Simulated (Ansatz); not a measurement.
Species: HO, charge 1, multiplicity 3. 
Structure (B3LYP-D3(BJ)/def2-TZVP (Ansatz, a first-principles code) minimum search):
```
O
H 1 1.0408
```
Charge +1, spin multiplicity 3.

Parts of the frozen-core correlation energy in cc-pVDZ (Ansatz, hartree). Frozen orbitals: 1; correlated occupied orbitals by spin: 4 and 2; virtual: 14 and 16. Open shells are spin-unrestricted. No spin-orbit coupling. No relativistic terms.

| term | value |
|---|---|
| reference (HF) | -74.98296 |
| MP2 opposite-spin | … |
| MP2 same-spin | -0.02551 |
| CCSD correlation | … |
| (T) | … |
| CCSDT minus CCSD(T) | -0.00022 |
| CCSDT(Q) minus CCSD(T) | -0.00029 |
| T1 diagnostic | 0.009 |
| largest doubles amplitude | 0.040 |
| <S^2> of the reference | 2.014 |

Some entries are withheld; supply them.


- MP2 opposite-spin, value: -0.08213
- CCSD correlation, value: -0.12624
- (T), value: -0.00133
